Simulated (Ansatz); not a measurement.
Geometry optimisation of C3H7BS.

```yaml
crystal:
  periodic: [false, false, false]
  atoms:
    - {symbol: B, position_ang: [-1.713370, 0.808357, -0.220731]}
    - {symbol: C, position_ang: [-1.097636, -0.152744, -1.298633]}
    - {symbol: S, position_ang: [0.325055, 0.795595, -0.537770]}
    - {symbol: C, position_ang: [0.908683, -0.358330, 0.681200]}
    - {symbol: C, position_ang: [2.202696, -0.423568, 1.036010]}
    - {symbol: H, position_ang: [-1.948767, 0.392922, 0.899714]}
    - {symbol: H, position_ang: [-2.130077, 1.896573, -0.573583]}
    - {symbol: H, position_ang: [-1.130047, 0.099276, -2.373451]}
    - {symbol: H, position_ang: [-0.958373, -1.234743, -1.127914]}
    - {symbol: H, position_ang: [0.120805, -0.968909, 1.155241]}
    - {symbol: H, position_ang: [2.975566, 0.201897, 0.560240]}
    - {symbol: H, position_ang: [2.522464, -1.111525, 1.833777]}
basis:
  gaussian: {orbitals: def2-TZVP}
hamiltonian: {xc: pbe0, dispersion: d4}
relax: {f_tol: 0.005, max_steps: 150}
```

```sh
$ ansatz run in.yaml --threads 4 --pin off --events-out ev --progress --plain
```

It prints (some lines left out):

```
Functional definition: PBE0
mean field -14728.68552954 eV, -541.2692097489 hartree, gradient 5.4e-5 eV, S^2 0.000000; 0 other end points of the search recorded, 0 dependent functions left out
relax step   1: F+E_penalty+E_count = -14728.90761332 eV  Δ(F+E_penalty+E_count) = +0.000e0 eV  max|allowed force component| = 5.906e-1 eV/Å  Δτ_max = 0.0000 Å  (28 SCF iters, accepted)
mean field -14728.74323624 eV, -541.2713304312 hartree, gradient 9.4e-6 eV, S^2 0.000000; 0 other end points of the search recorded, 0 dependent functions left out
relax step   2: F+E_penalty+E_count = -14728.96647543 eV  Δ(F+E_penalty+E_count) = -5.886e-2 eV  max|allowed force component| = 3.032e-1 eV/Å  Δτ_max = 0.0364 Å  (32 SCF iters, accepted)
mean field -14728.75001767 eV, -541.2715796439 hartree, gradient 7.3e-6 eV, S^2 0.000000; 0 other end points of the search recorded, 0 dependent functions left out
relax step   3: F+E_penalty+E_count = -14728.97369630 eV  Δ(F+E_penalty+E_count) = -7.221e-3 eV  max|allowed force component| = 1.170e-1 eV/Å  Δτ_max = 0.0159 Å  (32 SCF iters, accepted)
mean field -14728.75006719 eV, -541.2715814638 hartree, gradient 7.3e-6 eV, S^2 0.000000; 0 other end points of the search recorded, 0 dependent functions left out
relax step   4: F+E_penalty+E_count = -14728.97393909 eV  Δ(F+E_penalty+E_count) = -2.428e-4 eV  max|allowed force component| = 8.085e-2 eV/Å  Δτ_max = 0.0170 Å  (33 SCF iters, accepted)
mean field -14728.75092451 eV, -541.2716129699 hartree, gradient 7.6e-6 eV, S^2 0.000000; 0 other end points of the search recorded, 0 dependent functions left out
relax step   5: F+E_penalty+E_count = -14728.97473604 eV  Δ(F+E_penalty+E_count) = -7.969e-4 eV  max|allowed force component| = 2.511e-2 eV/Å  Δτ_max = 0.0105 Å  (33 SCF iters, accepted)
mean field -14728.75101658 eV, -541.2716163535 hartree, gradient 7.5e-6 eV, S^2 0.000000; 0 other end points of the search recorded, 0 dependent functions left out
relax step   6: F+E_penalty+E_count = -14728.97480807 eV  Δ(F+E_penalty+E_count) = -7.203e-5 eV  max|allowed force component| = 1.062e-2 eV/Å  Δτ_max = 0.0029 Å  (32 SCF iters, accepted)
mean field -14728.75108268 eV, -541.2716187825 hartree, gradient 7.2e-6 eV, S^2 0.000000; 0 other end points of the search recorded, 0 dependent functions left out
relax step   7: F+E_penalty+E_count = -14728.97486236 eV  Δ(F+E_penalty+E_count) = -5.429e-5 eV  max|allowed force component| = 9.099e-3 eV/Å  Δτ_max = 0.0064 Å  (33 SCF iters, accepted)
mean field -14728.75113012 eV, -541.2716205258 hartree, gradient 5.8e-6 eV, S^2 0.000000; 0 other end points of the search recorded, 0 dependent functions left out
relax step   8: F+E_penalty+E_count = -14728.97490115 eV  Δ(F+E_penalty+E_count) = -3.879e-5 eV  max|allowed force component| = 5.913e-3 eV/Å  Δτ_max = 0.0120 Å  (32 SCF iters, accepted)
mean field -14728.75114874 eV, -541.2716212102 hartree, gradient 7.2e-6 eV, S^2 0.000000; 0 other end points of the search recorded, 0 dependent functions left out
relax step   9: F+E_penalty+E_count = -14728.97492270 eV  Δ(F+E_penalty+E_count) = -2.155e-5 eV  max|allowed force component| = 5.663e-3 eV/Å  Δτ_max = 0.0077 Å  (33 SCF iters, accepted)
mean field -14728.75115636 eV, -541.2716214902 hartree, gradient 6.9e-6 eV, S^2 0.000000; 0 other end points of the search recorded, 0 dependent functions left out
relax step  10: F+E_penalty+E_count = -14728.97492634 eV  Δ(F+E_penalty+E_count) = -3.643e-6 eV  max|allowed force component| = 3.017e-3 eV/Å  Δτ_max = 0.0033 Å  (32 SCF iters, accepted)
mean field -14728.75115636 eV, -541.2716214902 hartree, gradient 6.3e-6 eV, S^2 0.000000; 1 other end points of the search recorded, 0 dependent functions left out
Total energy: -14728.97495977 eV, -541.2798461137 hartree
Atom 0 at    -1.680049     0.805312    -0.209718 Å, force    -0.001915    -0.002109     0.000222 eV/Å
Atom 1 at    -1.081803    -0.153175    -1.283767 Å, force    -0.000191     0.003017     0.002151 eV/Å
Atom 2 at     0.328549     0.773084    -0.553623 Å, force    -0.000795    -0.000533    -0.001174 eV/Å
Atom 3 at     0.898162    -0.360375     0.658296 Å, force     0.000404    -0.000081     0.000128 eV/Å
Atom 4 at     2.167193    -0.412398     1.031894 Å, force    -0.000093     0.000327     0.000479 eV/Å
Atom 5 at    -1.894692     0.396816     0.895022 Å, force     0.000550     0.000692     0.000028 eV/Å
Atom 6 at    -2.099084     1.871431    -0.556517 Å, force     0.000880     0.000471    -0.000223 eV/Å
Atom 7 at    -1.137052     0.090791    -2.341304 Å, force     0.000408    -0.000869    -0.000276 eV/Å
Atom 8 at    -0.954272    -1.218110    -1.112411 Å, force     0.001000    -0.000505    -0.000809 eV/Å
Atom 9 at     0.124460    -0.974693     1.107300 Å, force     0.000179     0.000171    -0.000329 eV/Å
Atom 10 at     2.927057     0.215226     0.580399 Å, force    -0.000284    -0.000285    -0.000152 eV/Å
Atom 11 at     2.478529    -1.089107     1.818528 Å, force    -0.000141    -0.000295    -0.000046 eV/Å
Dipole moment:     0.407284    -0.340415    -0.031336 e Å
```

It took 59 s on 4 threads of a server CPU on a shared host, with 0.51 GiB of host memory at the peak.
